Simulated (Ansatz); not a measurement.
The same path of C$_{2}$H$_{9}$AlSSi (14 atoms, charge 0, multiplicity 1) was run twice with different band settings. Lost on the way: Si3–H10. Made: S5–H10.

All numbers below come from RKS BLYP-D4/def2-SVP (Ansatz).

Relaxed end points:

```xyz
14
Properties=species:S:1:pos:R:3
C -2.458 0.180 -1.291
Al -0.910 -0.995 -0.933
Si 0.715 -0.439 0.847
C 1.470 1.310 0.692
S 2.288 -1.968 0.712
H -2.394 0.595 -2.323
H -3.408 -0.398 -1.255
H -2.552 1.035 -0.591
H -0.718 -2.311 -1.824
H 0.070 -0.514 2.213
H 2.001 1.429 -0.274
H 0.678 2.087 0.756
H 2.197 1.497 1.508
H 3.008 -1.537 1.791
```

```xyz
14
Properties=species:S:1:pos:R:3
C -2.445 0.276 -1.455
Al -1.082 -0.917 -0.640
Si 0.168 -0.223 1.360
C 1.174 1.403 0.975
S 1.860 -1.831 1.014
H -2.364 0.266 -2.565
H -3.469 -0.090 -1.217
H -2.378 1.332 -1.121
H -1.116 -2.464 -1.097
H 2.791 -1.486 0.044
H 1.782 1.378 0.047
H 0.437 2.228 0.865
H 1.838 1.675 1.823
H 2.791 -1.575 1.997
```

Common settings: movable images 5; climbing image yes; spring 5.0 eV/Å²; optimiser quadratic models (default); start path through a guess of the saddle point; iteration limit 60; end points relaxed.

| run | force threshold |
| --- | --- |
| 1 | 0.03 eV/Å |
| 2 | 0.5 eV/Å |

Question: What does each run give, and how far can it be trusted?

Answer: Run 1: converged after 31 iterations, highest image 2.543 eV above the first end. A vibrational analysis at the climbing image gives one clearly imaginary mode, 286i cm⁻¹: a first-order saddle point.
Run 2: converged after 12 iterations, highest image 2.631 eV above the first end. The threshold of 0.5 eV/Å is loose, so the images may lie well off the minimum-energy path. Neighbouring images differ by up to 2.0 eV, so the band resolves the path poorly. The order of the stationary point at the top wasn't checked.
The orbitals stay closed-shell, which can raise the energy where a bond breaks towards radicals; this wasn't checked here.
